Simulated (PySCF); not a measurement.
(Z)-1-bromo-2-chloro-1,2-difluoroethene (C₂BrClF₂), SMILES F/C(Cl)=C(\F)Br.

Geometry: TPSSh-D3(BJ)/def2-SVP.

Calculation: PySCF with ωB97X/def2-TZVP.

Symmetry labels are those of the subgroup Cs that the program uses (full group Cs).

Computed valence orbital energies around the gap with their symmetry:
| orbital | symmetry | energy (eV) |
|---|---|---|
| HOMO−7 | A" | -16.48 |
| HOMO−6 | A' | -15.01 |
| HOMO−5 | A' | -13.97 |
| HOMO−4 | A" | -13.49 |
| HOMO−3 | A' | -12.84 |
| HOMO−2 | A" | -12.19 |
| HOMO−1 | A' | -11.49 |
| HOMO | A" | -9.63 |
| LUMO | A' | 1.75 |
| LUMO+1 | A" | 1.79 |
| LUMO+2 | A' | 2.83 |
| LUMO+3 | A' | 3.49 |
